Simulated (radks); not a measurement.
Problem. The table gives one normalised radial function P(r) = r R(r) of Te38+ in [Ne] 3s2 3p2 (r in bohr). Method: scalar-relativistic Kohn-Sham, BP86, spin-unpolarised, spherical densities, finite nucleus; Fermi nuclear charge, rms radius 4.7423 fm; computed with a radial shooting solver on a logarithmic mesh with Libxc functionals.

| r | P |
|---|---|
| 0.002797 | 2.1038 |
| 0.003556 | 2.5254 |
| 0.004485 | 2.9828 |
| 0.005701 | 3.4966 |
| 0.00719 | 4.0118 |
| 0.00914 | 4.5279 |
| 0.01162 | 4.9728 |
| 0.01465 | 5.2687 |
| 0.01863 | 5.3585 |
| 0.02349 | 5.1691 |
| 0.02986 | 4.6511 |
| 0.03796 | 3.8329 |
| 0.04788 | 2.8611 |
| 0.06086 | 1.8425 |
| 0.07676 | 1.0184 |
| 0.09758 | 0.4432 |
| 0.124 | 0.1456 |
| 0.1564 | 0.0354 |
| 0.1989 | 0.0053 |
| 0.2508 | 0.0005 |
| 0.3188 | 0.0000 |
| 0.4021 | 0.0000 |
| 0.5111 | 0.0000 |
| 0.6498 | 0.0000 |
| 0.8195 | 0.0000 |
| 1.042 | 0.0000 |
| 1.314 | 0.0000 |
| 1.67 | 0.0000 |

Which n and l does it have? It may be an empty orbital.

Solution. n = 1, l = 0: the number of nodes gives n - l - 1 = 0, the rise at small r (about r^(l+1), flatter next to the nucleus through relativity) gives l, and the extent must fit the shell. The curve is that of 1s. 1s: eigenvalue -33931 eV, 0 radial nodes, <r> = 0.0278 bohr, 90 % of the charge inside 0.0500 bohr.
